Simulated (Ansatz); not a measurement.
In(NH3)2H3 (InN₂H₉). The state is a triplet with charge 0. Geometry r2SCAN-D4/def2-SVP, that of the neutral singlet; atoms count from 1.

Cartesian coordinates in Å:
```
In 0.001 0.000 0.000
N -0.553 -0.056 2.483
H -1.558 -0.144 2.643
H -0.245 0.793 2.957
H -0.104 -0.843 2.953
N 0.553 0.056 -2.483
H -0.281 -0.071 -3.057
H 1.211 -0.681 -2.740
H 0.974 0.945 -2.756
H 1.691 0.246 0.382
H -1.060 1.378 -0.205
H -0.630 -1.624 -0.177
```

In the def2 sets In takes a core potential; there is no spin–orbit coupling. At PBE0-D4/def2-TZVP a singlet of charge 0 lies 5.89 eV below the triplet at the same geometry.

Q: Estimate the Mulliken populations from the PBE0/def2-TZVP orbitals of Ansatz.

A: 
```tsv
atom	charge (e)	spin (α − β)
In1	-0.30	1.08
N2	-0.55	-0.12
H3	0.23	0.05
H4	0.22	0.06
H5	0.23	0.06
N6	-0.55	-0.12
H7	0.23	0.05
H8	0.22	0.06
H9	0.22	0.06
H10	0.10	0.49
H11	-0.03	0.17
H12	-0.03	0.16
```
Mulliken values and Mayer orders depend strongly on the basis.

Q: Where does the spin sit?

A: Summed by element: In 1.08, N -0.24, H 1.16, of 2 unpaired in all. Largest on single atoms: In1 1.08, H10 0.49, H11 0.17.
